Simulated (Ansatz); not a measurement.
Stepwise reaction of `[F][Ge]([Cl])([Cl])[Cl]` with water, as a gas-phase model of exchange steps in deposition or etching. ΔE in kJ/mol.

Calculated with Ansatz (gas phase, PBE0-D4/def2-TZVP geometries, no zero-point term in ΔE). CBS: MP2 limit from def2 TZ/QZ plus the TZ coupled-cluster correction, frozen cores. This one scheme is used for every species. Functionals use def2-TZVPP. B3LYP here is the variant with VWN-RPA as its local correlation; programs differ in this. For Ge outer-core shells are correlated without core-valence functions, which leaves a few kJ/mol of doubt a bond. Scalar relativity is left out up to krypton. One conformer a species, not always the lowest.

```tsv
step	reaction	PBE-D4	B3LYP-D4	ωB97M-V	CCSD(T)/CBS
1	`[F][Ge]([Cl])([Cl])[Cl]` + H₂O → `[OH][Ge]([F])([Cl])[Cl]` + HCl	30.9	28.1	26.8	27.0
2	`[OH][Ge]([F])([Cl])[Cl]` + H₂O → `[OH][Ge]([OH])([F])[Cl]` + HCl	31.2	27.9	26.9	26.6
```

(1) By hand: ΔE of the 2 steps together at CCSD(T)/CBS.

Results:

(1) (27.0) + (26.6) = 53.6 kJ/mol, or 26.8 kJ/mol a step.

In ΔE the steps differ by no more than 0.4 kJ/mol. All are uphill at CCSD(T)/CBS. PBE-D4 differs from CCSD(T)/CBS by 3.9 to 4.6 kJ/mol a step. Isolated molecules leave out the surface, adducts and barriers. Largest T1 diagnostic: 0.011.
